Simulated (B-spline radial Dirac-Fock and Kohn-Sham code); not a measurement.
**S²⁺: scattering cross sections and density moments**

System: the S²⁺ ion, configuration [Ne] 3s2 3p2, inside a Watson sphere of charge -2 and radius 2.7 Å (a model of the Madelung potential; inside it an electron's potential energy is raised by 10.7 eV).

The run's input, task.json:

```json
{"items": [{
  "Z": 16,
  "q": 2,
  "cfg": [[1, 0, 2], [2, 0, 2], [2, 1, 6], [3, 0, 2], [3, 1, 2]],
  "A": 32,
  "rrms": 3.2611,
  "watson": [-2, 2.7],
  "do": ["scatter"],
  "s": [0.0, 0.09, 0.1, 0.13, 0.15, 0.19, 0.23, 0.27, 0.33, 0.41, 0.49, 0.6, 0.73, 0.89, 1.08, 1.31, 1.59, 1.94, 2.35, 2.86, 3.48, 4.23, 5.14],
  "pz": [0, 0.1, 0.14, 0.2, 0.29, 0.42, 0.6, 0.85, 1.2, 1.7, 2.5, 3.6, 5.1, 7.3, 10.0, 15.0, 21.0, 31.0, 44.0, 62.0, 89.0],
  "hv_scatter": [2000, 8047.8, 10000, 20000, 30000, 50000, 500000, 1000000]
}]}
```

Run with: `python xray_run.py task.json out`

Level of theory: Dirac-Fock densities; a B-spline atomic structure program.

```
Sum of ⟨r⟩                          : 10.52 bohr
Sum of ⟨r²⟩                         : 15.13 bohr²
Sum of ⟨1/r⟩                        : 58.520 per bohr
Langevin diamagnetic susceptibility : -12.0 × 10⁻⁶ cm³/mol
Lamb shielding (α²/3)Σ⟨1/r⟩         : 1039 ppm
```

Coherent scattering is the Thomson cross section weighted by f₀², without anomalous dispersion; incoherent scattering is Klein-Nishina weighted by S. The Lamb formula is the non-relativistic shielding expression. Electron correlation is left out.

```
hν (keV)  coherent (b)  incoherent (b)  incoherent per electron (b)
       2         109.1           1.002                       0.0716
  8.0478         46.41           3.868                        0.276
      10         37.28           4.435                        0.317
      20         14.70           6.134                        0.438
      30         7.905           6.724                        0.480
      50         3.450           7.012                        0.501
     500       0.04395           4.034                        0.288
    1000       0.01104           2.953                        0.211
```

Incoherent scattering overtakes coherent scattering between 30 and 50 keV.

Values without a named source are computed, but for edge energies of neutral atoms, which are taken from tables.
